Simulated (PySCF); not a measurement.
Work out the structure from these simulated measurements.

Formula: C4H6FPSSi.

- 1H NMR: chemical shifts (computed TMS as zero) by class: 4.61 (3 H), 2.94 (3 H) ppm [GIAO PBE0/pcSseg-1]
- 13C NMR: chemical shifts (computed TMS as zero) by class: 186.7 (1 C), 179.9 (1 C), 131.1 (1 C), 19.6 (1 C) ppm [GIAO PBE0/pcSseg-1]
- Triplet: lowest triplet excitation (Tamm–Dancoff): 2.76 eV [TDA PBE0/def2-SVPD]
- NMR, other nuclei: isotropic shieldings of nuclei other than C and H, by class: 265 (1 F), 435 (1 Si), 76 (1 P), 185 (1 S) ppm [GIAO PBE0/pcSseg-1]
- Dipole: 1.48 D [PBE0/def2-SVPD]
- Rotational structure: rotational constants A, B, C: 2.003, 0.953, 0.653 GHz [GFN2-xTB]

The electronic properties come from PySCF, for the isolated species, density fitting. Levels stand in brackets. Geometry: GFN2-xTB; no solvent, vibrations or thermal averaging. GFN2-xTB frequencies show an imaginary mode (118i cm⁻¹), so this geometry is no minimum at that level. NMR classes are plain means over equivalent atoms (diastereotopic ones count apart unless rotation or inversion swaps them), as if these changed places fast.

Question: What is the compound? Reason from the data.

Answer: Numbering: `[CH3:1][c:2]1[p:3][c:4]([SiH3:5])[c:6]([F:7])[s:8]1`. 4 carbons fall into 4 classes; from least to most shielded: substituted aromatic carbon [C2] (186.7 ppm), aromatic C–F carbon [C6] (179.9 ppm), substituted aromatic carbon [C4] (131.1 ppm), benzylic-type carbon [C1] (19.6 ppm). Hydrogen classes from least to most shielded: 3 H on an SiH3 silicon, Si5 (4.61 ppm), 3 H on a benzylic-type carbon, C1 (2.94 ppm, a mean of values up to 0.6 ppm apart in this geometry). The other shieldings belong to: 265 ppm, aryl fluorine [F7]; 435 ppm, SiH3 silicon [Si5]; 76 ppm, phosphorus bonded to 2 C [P3]; 185 ppm, thiophene-type sulfur [S8]. The optimised geometry has point group Cs and is an asymmetric top. Structure: `Cc1pc([SiH3])c(F)s1`. The assignments are read from this structure; whether some other isomer fits the data as well wasn't checked.
